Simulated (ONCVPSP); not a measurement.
K: excitation energies, all-electron against ONCV

| Quantity | Value |
| --- | --- |
| Element | K |
| Generator | ONCVPSP 4.0.1 |
| Type | optimised norm-conserving Vanderbilt (ONCV) |
| Functional | LDA (Perdew-Wang 92) |
| Relativity | scalar-relativistic |
| Frozen core | [Ne] |
| Valence charge | 9 |
| Reference configuration | 3s2 3p6 3d1 |
| Partial waves | 3s: rc 1.80 bohr, ncon 4, nbas 7, qcut 5.9 1/bohr, 2 projectors, debl 3.9 Ha; 3p: rc 1.70 bohr, ncon 4, nbas 7, qcut 6.8 1/bohr, 1 projector; 3d: rc 4.00 bohr, ncon 3, nbas 7, qcut 2.5 1/bohr, 3 projectors, debl 2.2 Ha |
| Local potential | polynomial inside 1.15 bohr (lpopt 2, dvloc0 0 Ha) |
| Core correction | Teter function, fcfact 3.25, rcfact 1.3 |

Energies are relative to the spin-unpolarised reference configuration 3s2 3p6 3d1; without spin polarisation the order of configurations can differ from experiment.

```csv
valence configuration,charge,ΔE all-electron (eV),error AE − PS (meV)
3s2 3p6 3d0,+1,1.893,+19
3s2 3p6 3d0 4s0.5,+0.5,-0.803,+3.8
3s2 3p6 3d0.5 4s0.5,0,-1.263,-1.2
```

Question: What are ΔE and the potential's error for 3s2 3p6 3d0 4s1?

Answer: ΔE = -2.511 eV all-electron; the error (AE − PS) is -5.3 meV.
